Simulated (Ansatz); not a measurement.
Calculated with Ansatz (gas phase, PBE0-D4/def2-TZVP geometries, no zero-point term in ΔE). CCSD(T)/CBS adds triple-zeta CCSD(T) − MP2 to the extrapolated MP2 energy (def2 sets, frozen cores). This one scheme is used for every species. Functionals use def2-TZVPP. B3LYP here is the variant with VWN-RPA as its local correlation; programs differ in this. One conformer a species, not always the lowest.

Consider the ligand exchange at the Si–F bond: `O[SiH](F)[SiH2]F` + H₂S → `O[SiH](F)[SiH2]S` + H–F.

| level | ΔE (kcal/mol) | difference from CCSD(T)/CBS |
| --- | --- | --- |
| PBE-D4 | 10.4 | -2.7 |
| r2SCAN-D4 | 13.3 | 0.2 |
| PBE0-D4 | 10.8 | -2.3 |
| B3LYP-D4 | 14.5 | 1.4 |
| ωB97X-V | 14.7 | 1.6 |
| ωB97M-V | 14.1 | 1.0 |
| B2PLYP | 15.9 | 2.8 |
| PBE | 11.9 | -1.2 |
| r2SCAN | 13.7 | 0.6 |
| PBE0 | 12.2 | -0.9 |
| B3LYP | 17.1 | 4.0 |
| HF/def2-TZVPP | 20.6 | 7.5 |
| MP2/def2-TZVPP | 12.7 | -0.4 |
| SCS-MP2/def2-TZVPP | 15.1 | 2.0 |
| CCSD/def2-TZVPP | 15.1 | 2.0 |
| CCSD(T)/def2-TZVPP | 13.9 | 0.8 |
| HF/def2-QZVPP | 21.2 | 8.1 |
| MP2/def2-QZVPP | 12.5 | -0.6 |
| SCS-MP2/def2-QZVPP | 14.9 | 1.8 |
| HF/CBS(def2) | 21.3 | 8.2 |
| MP2/CBS(def2) | 11.9 | -1.2 |
| CCSD/CBS(def2) | 14.4 | 1.3 |
| CCSD(T)/CBS | 13.1 | 0 |

Largest T1 diagnostic among the species: 0.013.

In def2-TZVPP, CCSD(T) changes the Hartree–Fock value by −6.7 kcal/mol (the triples alone add −1.2 kcal/mol) and MP2 by −7.9 kcal/mol. The D4 term adds −2.6 kcal/mol with B3LYP and −1.4 kcal/mol with PBE0; it sums over pairs of atoms, weighted by their polarisabilities, and B3LYP, whose exchange is more repulsive, gets the larger term.
